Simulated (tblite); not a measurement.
Compound: C₆H₇F₂O (doublet state).
SMILES with atom numbers: `[CH2:1]=[C:2]([CH2:3][F:4])/[C:5](=[CH:6]\[F:7])[CH2:8][O:9]` (hydrogens: H10, H11 on C1; H12, H13 on C3; H14 on C6; H15, H16 on C8)

Structure used (GFN2-xTB), in Å, numbered top down from 1:
```xyz
16
C6H7F2O angstrom
C      0.9507    0.4252    1.4603
C      0.6646    0.2318    0.1821
C      1.7000    0.3832   -0.9092
F      2.9545    0.5063   -0.3804
C     -0.6949   -0.1400   -0.2236
C     -1.2119   -0.0347   -1.4441
F     -0.5261    0.4024   -2.5147
C     -1.5419   -0.7248    0.9116
O     -1.4514   -0.0652    2.0655
H      1.9118    0.7087    1.8474
H      0.1139    0.2920    2.1782
H      1.7118   -0.4931   -1.5663
H      1.5106    1.2862   -1.5002
H     -2.2282   -0.2884   -1.7066
H     -1.2753   -1.7995    1.0109
H     -2.5958   -0.6811    0.5776
```

The geometry is computed with GFN2-xTB (gas phase). This method treats the open shell by occupation alone, without spin polarisation.

Masses are those of the commonest isotopes; rigid-rotor values at the optimised geometry. The values belong to one conformer with, in the numbering `[CH2:1]=[C:2]([CH2:3][F:4])/[C:5](=[CH:6]\[F:7])[CH2:8][O:9]`, C1–C2–C3–F4 10°, C1–C2–C5–C6 162°, C2–C5–C8–O9 44°.

**Question.** What are A, B and C (GHz)?

**Answer.** Ia = 268.59, Ib = 368.38, Ic = 616.18 u·Å²; 505379 MHz·u·Å²/I gives 1882, 1372 and 820.2 MHz, that is A = 1.8816, B = 1.3719, C = 0.8202 GHz.

**Question.** What kind of rotor is it?

**Answer.** An asymmetric top; Ray's κ = 0.040.

**Question.** Is it planar, by Δ = Ic − Ia − Ib?

**Answer.** Not planar: Δ = Ic − Ia − Ib = -20.79 u·Å². For a rigid frame Δ = −2 Σ m c², so Σ m c² = 10.39 u·Å² lies off the ab plane: 4.40 from hydrogen and 5.99 from heavier atoms. The atom farthest from that plane is 1.55 Å away.

**Question.** Estimate the classical rotational partition function at 10 K, 50 K and 200 K.

**Answer.** Point group C1, symmetry number σ = 1; q = (√π/σ)·√((kT/h)³/(ABC)), k/h = 20836.6 MHz/K: 3660 at 10 K, 41000 at 50 K, 328000 at 200 K.

For this open shell read J as N, the rotation without spin; fine and hyperfine splittings come on top. Its GFN2-xTB frequencies are all real (lowest 53 cm⁻¹). No vibrational averaging or centrifugal distortion is included, and the geometry carries the error of its method.

Time: 0.73 s wall. Hardware: Arm Neoverse V1, one thread, shared host with 64 logical CPUs at a one-minute load of 49. This is the geometry optimisation.
